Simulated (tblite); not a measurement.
Species: C2H10N2Si.
Cartesian coordinates in Å at the GFN2-xTB level; atoms count from 1:
```xyz
15
C2H10N2Si angstrom
C     -1.8868   -0.8046   -0.3989
Si    -0.3073   -0.1692    0.4251
C     -0.0942    1.7129    0.2526
N      0.9947   -0.9040   -0.4441
N      2.3727   -0.6323   -0.2030
H     -2.7581   -0.3186    0.0262
H     -1.8872   -0.6122   -1.4667
H     -2.0059   -1.8734   -0.2548
H     -0.3133   -0.4925    1.8706
H     -0.9289    2.2441    0.6999
H      0.8090    2.0600    0.7477
H     -0.0334    2.0137   -0.7898
H      0.9020   -1.8449   -0.7988
H      2.5512    0.3294   -0.4812
H      2.5811   -0.7004    0.7934
```

Computed with GFN2-xTB (tblite): harmonic, unscaled wavenumbers at the GFN2-xTB geometry, gas phase. Errors from tens to a few hundred cm⁻¹ against measured bands are possible. Modes of hydrogen on silicon can be 10 to 20 % off. One conformer, not necessarily the lowest.

Harmonic wavenumbers (cm⁻¹): 80.8, 105.7, 118.8, 144.7, 171.2, 178.1, 246.6, 310.6, 413.4, 631.9, 659.8, 684.1, 766.6, 779.1, 802.8, 838.2, 849.8, 882.3, 1032.0, 1169.9, 1201.8, 1328.2, 1377.7, 1379.2, 1489.7, 1494.2, 1497.7, 1501.8, 1565.8, 2100.3, 3029.4, 3033.9, 3044.5, 3049.7, 3051.0, 3059.2, 3284.5, 3358.4, 3415.4.

A = 5130, B = 2745, C = 2005 MHz; mass 90.061 u (most abundant isotopes); point group C1, symmetry number 1.

What is the zero-point energy?

½Σν̃ = 27064 cm⁻¹ = 323.76 kJ/mol.

Entropy at 500 K, 1 bar (ideal gas, RRHO, classical rotation)?

Translation 175.73, rotation 118.72, vibration 167.75: S = 462.2 J/(mol K).

And Cp and H(500 K) − H(0)?

Cp = 187.17 J/(mol K), of which vibrations give 153.92 (their classical limit is 39 R = 324.3); H(500 K) − H(0) = 58.97 kJ/mol without the zero-point energy, 42.34 from vibrations.

Blend soft modes into free rotors: weight 1/[1 + (100 cm⁻¹/ν̃)⁴] for the oscillator and the rest for a rotor with moment μB/(μ + B), μ = h/(8π²ν), B = 10⁻⁴⁴ kg m². What vibrational entropy results?

159.60 J/(mol K) in place of 167.75, which changes −T·S at 500 K by +4.07 kJ/mol.

Which modes carry the vibrational entropy at 500 K?

80.8 cm⁻¹: 20.46; 105.7 cm⁻¹: 18.24; 118.8 cm⁻¹: 17.28; 144.7 cm⁻¹: 15.66; 171.2 cm⁻¹: 14.28; 178.1 cm⁻¹: 13.96 J/(mol K); the other 33 give 67.86 together.

What must be added to the electronic energy to get the Gibbs energy at 500 K and 1 bar?

ZPE + [H(500 K) − H(0)] − T·S = 323.76 + 58.97 − 231.10 = 151.63 kJ/mol.

Hindered rotation and anharmonicity are outside this model. Other conformers, if any are populated, would add a mixing term that is left out. The structure is chiral; the term R ln 2 for an equal mix with its mirror image is left out.
